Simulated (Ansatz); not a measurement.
Cost and result up the ladder for B₈P₈ (relaxed from a model of (BP)8 cage of four- and six-membered rings, whose bonding it doesn't keep) (16 atoms). Total charge 0; singlet. Geometry: r2SCAN-D4/def2-SVP.

```xyz
16

B     0.716   -0.580   -2.190
P     2.528    0.021   -1.705
B     1.789   -1.398   -0.701
P     0.504   -2.415   -1.794
B    -0.897   -1.315   -1.010
P    -1.021    0.238   -2.086
B    -0.861    1.539   -0.667
P     0.712    2.219    0.138
B     1.782    0.617   -0.010
P     1.832   -0.878    1.150
B    -0.023   -0.841    1.688
P    -1.523   -1.579    0.798
P    -2.313    1.902    0.576
B    -0.636    1.782    1.437
P    -0.719    0.492    2.923
B    -1.869    0.196    1.454
```

Ansatz on 4 threads of Arm Neoverse V1 on a shared host. Times are rough, and most runs start from the orbitals of an earlier one. PBE0-D4/def2-SVP serves as the yardstick here, not as an exact answer. Binding counts from free atoms at the same level (B doublet, P quartet; other spins of the atoms weren't run), without zero-point energy.

Correlated methods freeze 48 core orbitals.

| level | functions | wall time | binding energy per atom (eV) | difference from PBE0-D4/def2-SVP (eV) |
| --- | --- | --- | --- | --- |
| PBE-D4/def2-SVP (with forces) | 256 | 12 s | 4.65 | 0.14 |
| MP2/def2-SVP | 256 | 16 s | 4.14 | -0.37 |
| PBE0-D4/def2-SVP (with forces) | 256 | 20 s | 4.51 | 0.00 |
| r2SCAN-D4/def2-SVP | 256 | 22 s | 4.43 | -0.08 |
